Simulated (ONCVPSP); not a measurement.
**Ranking ONCV potentials for B**

All share these settings but for the change named:

```json
{
 "Element": "boron (B)",
 "Generator": "ONCVPSP 4.0.1",
 "Type": "optimised norm-conserving Vanderbilt (ONCV)",
 "Functional": "PBE",
 "Relativity": "scalar-relativistic",
 "Frozen core": "[He]",
 "Valence charge": "3",
 "Reference configuration": "2s2 2p1",
 "Partial waves": "2s: rc 1.60 bohr, ncon 4, nbas 8, qcut 5.2 1/bohr, 2 projectors, debl 1.5 Ha; 2p: rc 2.75 bohr, ncon 4, nbas 8, qcut 5.4 1/bohr, 1 projector",
 "Local potential": "polynomial inside 1.15 bohr (lpopt 5, dvloc0 0 Ha)",
 "Core correction": "Teter function fitted to the true core (icmod 2), fcfact 0.25"
}
```

Cutoff: the first of the cutoffs (Ha) at which the residual kinetic energy of the hardest occupied pseudo-wave falls to 1 and 0.1 mHa per electron; the density cutoff is not measured.

The base gives 10 Ha.

Of 7 variants that were run, those that failed, showed a ghost or another fault, or gave nearly equal values are left out.

A variant can come out equal or close to the base.

Q: Rank these variants from softest to hardest (loose cutoff).
A. s: qcut 7.1
B. s: qcut 3.1
C. s: qcut 4.1

A: C (9 Ha), A (13 Ha), B (31 Ha).
